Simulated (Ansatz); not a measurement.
Reaction (redistribution): `CO[SiH2]N[SiH2]Cl` + `F[C@H]1[SiH2][C@@H]1Cl` → `CO[SiH2]N[SiH2]F` + `Cl[C@@H]1[SiH2][C@H]1Cl`

Program: Ansatz. Geometries: PBE0-D4/def2-TZVP. ΔE: electronic, gas phase. CBS: MP2 limit from def2 TZ/QZ plus the TZ coupled-cluster correction, frozen cores. One conformer a species, not always the lowest.

```csv
species,MP2/CBS(def2) energy (Eh)
`CO[SiH2]N[SiH2]Cl`,-1210.71759
`F[C@H]1[SiH2][C@@H]1Cl`,-927.00887
`CO[SiH2]N[SiH2]F`,-850.76401
`Cl[C@@H]1[SiH2][C@H]1Cl`,-1286.99495
```

(1) Work out ΔE.

Largest T1 diagnostic among the species: 0.012.

Results:

(1) ΔE = (-850.76401) + (-1286.99495) − (-1210.71759) − (-927.00887) = -0.03250 Eh = -20.4 kcal/mol. CCSD(T)/CBS gives -18.5 kcal/mol.

The D4 term adds +0.8 kcal/mol with B3LYP and +0.5 kcal/mol with PBE0; it sums over pairs of atoms, weighted by their polarisabilities, and B3LYP, whose exchange is more repulsive, gets the larger term. From PBE to PBE0 (25 % exact exchange), in def2-TZVPP and without D4, ΔE moves by −0.8 kcal/mol.

B3LYP here is the variant with VWN-RPA as its local correlation; programs differ in this.
